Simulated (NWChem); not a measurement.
A calculation on disulfane (H2S2)

SMILES: SS
```xyz
4

S      0.9155     0.4855     0.0553
S     -0.9155    -0.4855     0.0553
H      1.5366    -0.2680    -0.8848
H     -1.5366     0.2680    -0.8848
```
Charge 0, spin multiplicity 1.

All runs are NWChem calculations. The geometry was optimised at PBE0/def2-SVP, a minimum by its harmonic frequencies. It is one conformer; others weren't searched.

Symmetry labels belong to the abelian group C2 used in the runs, with the axes of the coordinates shown; states degenerate in a higher group split over its labels.

Problem. List the lowest 3 singlet excitations that TD-PBE0/def2-SVPD gives, with oscillator strengths.

Solution. 
```json
[
 {"state": "1", "symmetry": "a", "energy (eV)": "4.67", "wavelength (nm)": "265", "f": "0.004"},
 {"state": "2", "symmetry": "b", "energy (eV)": "4.70", "wavelength (nm)": "264", "f": "0.010"},
 {"state": "3", "symmetry": "a", "energy (eV)": "6.05", "wavelength (nm)": "205", "f": "0.009"}
]
```
